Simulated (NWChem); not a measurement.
System: BPH4O2; SMILES OB(O)P

Input file for NWChem:

```
start job
memory heap 200 mb stack 900 mb global 1100 mb
geometry units angstroms noautosym nocenter noautoz
  B     -0.002933    -0.498674     0.000000
  O     -0.020638    -1.131187    -1.205782
  H     -0.056431    -2.093075    -1.166316
  O     -0.020638    -1.131187     1.205782
  H     -0.056431    -2.093075     1.166316
  P     -0.088329     1.436195     0.000000
  H      0.849632     1.630710     1.054787
  H      0.849632     1.630710    -1.054787
end
basis spherical
  * library sto-3g
end
dft
  xc hfexch
  iterations 150
end
property
  shielding 5 1 2 3 6 7
  efieldgrad
end
task dft property
```

NWChem printed, in part:

```
             Northwest Computational Chemistry Package (NWChem) 7.3.0
             --------------------------------------------------------

                             Geometry "geometry" -> ""
                             -------------------------

 Output coordinates in angstroms (scale by  1.889725989 to convert to a.u.)

  No.       Tag          Charge          X              Y              Z
 ---- ---------------- ---------- -------------- -------------- --------------
    1 B                    5.0000    -0.00293300    -0.49867400     0.00000000
    2 O                    8.0000    -0.02063800    -1.13118700    -1.20578200
    3 H                    1.0000    -0.05643100    -2.09307500    -1.16631600
    4 O                    8.0000    -0.02063800    -1.13118700     1.20578200
    5 H                    1.0000    -0.05643100    -2.09307500     1.16631600
    6 P                   15.0000    -0.08832900     1.43619500     0.00000000
    7 H                    1.0000     0.84963200     1.63071000     1.05478700
    8 H                    1.0000     0.84963200     1.63071000    -1.05478700

 Effective nuclear repulsion energy (a.u.)     148.8872946467

  xc_inp: hfexch multiplicative factor not found.
                              NWChem Property Module
                              ----------------------

  itol2e modified to match energy
  convergence criterion.

                                 NWChem DFT Module
                                 -----------------

 Summary of "ao basis" -> "ao basis" (spherical)
 ------------------------------------------------------------------------------
       Tag                 Description            Shells   Functions and Types
 ---------------- ------------------------------  ------  ---------------------
 B                           sto-3g                  3        5   2s1p
 O                           sto-3g                  3        5   2s1p
 H                           sto-3g                  1        1   1s
 P                           sto-3g                  5        9   3s2p

  itol2e modified to match energy
  convergence criterion.

[...]

          -----------------------------------------
          Chemical Shielding Tensors (GIAO, in ppm)
          -----------------------------------------

                                NWChem CPHF Module
                                ------------------

  scftype          =     RHF
  nclosed          =       20
  nopen            =        0
  variables        =      160
  # of vectors     =        3
  tolerance        = 0.10D-03
  level shift      = 0.00D+00
  max iterations   =       50
  max subspace     =       30

 SCF residual:    6.6028180685140944E-006

Iterative solution of linear equations
  No. of variables      160
  No. of equations        3
  Maximum subspace       30
        Iterations       50
       Convergence  1.0D-04

   iter   nsub   residual    time
   ----  ------  --------  ---------
     1      3    1.53D+00       2.8
     2      6    2.07D-01       3.0
     3      9    2.33D-02       3.1
     4     12    4.91D-03       3.2
     5     15    6.34D-04       3.4
     6     18    1.47D-04       3.5
     7     21    2.67D-05       3.7

      Atom:    1  B
        Diamagnetic
    191.6755      0.4294      0.0000
      0.4294    209.6133      0.0000
      0.0000      0.0000    208.2425

        Paramagnetic
    -65.7900      0.9383     -0.0000
      0.9383   -112.6838      0.0000
     -0.0000      0.0000   -146.4053

        Total Shielding Tensor
    125.8855      1.3677     -0.0000
      1.3677     96.9294      0.0000
     -0.0000      0.0000     61.8372

           isotropic =      94.8840
          anisotropy =      46.5988

          Principal Components and Axis System
                 1           2           3
              125.9499     96.8650     61.8372

      1         0.9989     -0.0471      0.0000
      2         0.0471      0.9989      0.0000
      3         0.0000      0.0000      1.0000

      Atom:    2  O
        Diamagnetic
    357.9189      1.2900      0.3223
      1.2900    391.3940     13.1103
      0.3223     13.1103    385.4825

        Paramagnetic
     34.0553      0.5893     -0.7895
      0.5893   -136.8220     -0.7104
     -0.7895     -0.7104    -76.7113

        Total Shielding Tensor
    391.9742      1.8793     -0.4672
      1.8793    254.5720     12.3999
     -0.4672     12.3999    308.7713

           isotropic =     318.4392
          anisotropy =     110.3427

          Principal Components and Axis System
                 1           2           3
              392.0010    311.4734    251.8431

      1         0.9999      0.0007     -0.0138
      2         0.0133      0.2129      0.9770
      3        -0.0036      0.9771     -0.2129

      Atom:    3  H
        Diamagnetic
     20.0930      0.9921      0.1238
      0.9921     44.8795      3.9236
      0.1238      3.9236     25.5585

        Paramagnetic
      7.9856     -0.3317      0.0362
     -0.3317     -6.4292     -0.2912
      0.0362     -0.2912      2.0389

        Total Shielding Tensor
     28.0786      0.6604      0.1601
      0.6604     38.4503      3.6324
      0.1601      3.6324     27.5974

           isotropic =      31.3754
          anisotropy =      12.3276

          Principal Components and Axis System
                 1           2           3
               39.5938     28.0396     26.4929

      1         0.0588      0.9980      0.0250
      2         0.9552     -0.0490     -0.2918
      3         0.2900     -0.0411      0.9561

      Atom:    4  P
        Diamagnetic
    951.0352      1.3655      0.0000
      1.3655    958.0352      0.0000
      0.0000      0.0000    954.5508

[...]
```

Level: Hartree-Fock/STO-3G, GIAO. STO-3G and 3-21G are far too small for this property and stand as cheap habits. The geometry was optimised at PBE0/def2-SVP. NWChem prints the field gradient with the sign opposite to the second derivative of the potential. The output numbers the shielded atoms by their place in the input's list. The printed shielding anisotropy is the first printed principal value minus the mean of the other two.
